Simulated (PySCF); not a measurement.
**Heteronuclear NMR**

Structure with atom numbers: `[CH3:1][C:2]#[C:3][SiH2:4][O:5][CH2:6]/[CH:7]=[CH:8]/[CH2:9][CH3:10]` (H(Xn): hydrogen on atom n).

Method: GIAO PBE0/pcSseg-1 shieldings, GFN2-xTB geometry, in PySCF 2.14.0 with density-fitted response routines (no relativistic terms, single conformer, averaged over atoms made equivalent by symmetry, fast rotation or ring inversion, in vacuum).

**Question.** What are the 29Si shifts?

**Answer.** 
```json
{"atoms": "Si4", "environment": "silicon bonded to C, O, 2 H", "σ (ppm)": "402.1", "δ (ppm)": "-50.6"}
```

Shieldings were converted by a linear fit to measured shifts: 29Si (scatter 8.9 ppm rms, 25.8 ppm with the 6 outliers that the fit left out vs TMS, solution or neat liquid). A few per cent of atoms miss by over 2 rms, more outside the fitted compound classes.

On a 500 MHz spectrometer 29Si resonates near 99.3 MHz, so 1 ppm is 99.3 Hz.

**Question.** Predict the 17O NMR data.

**Answer.** 
```tsv
atoms	environment	σ (ppm)	δ (ppm)
O5	oxygen bonded to C, Si	300.7	-7.2
```

Shieldings were converted by a linear fit to measured shifts: 17O (scatter 10.7 ppm rms, 12.2 ppm with the 3 outliers that the fit left out vs liquid water, solution or neat liquid). A few per cent of atoms miss by over 2 rms, more outside the fitted compound classes.

On a 500 MHz spectrometer 17O resonates near 67.8 MHz, so 1 ppm is 67.8 Hz.
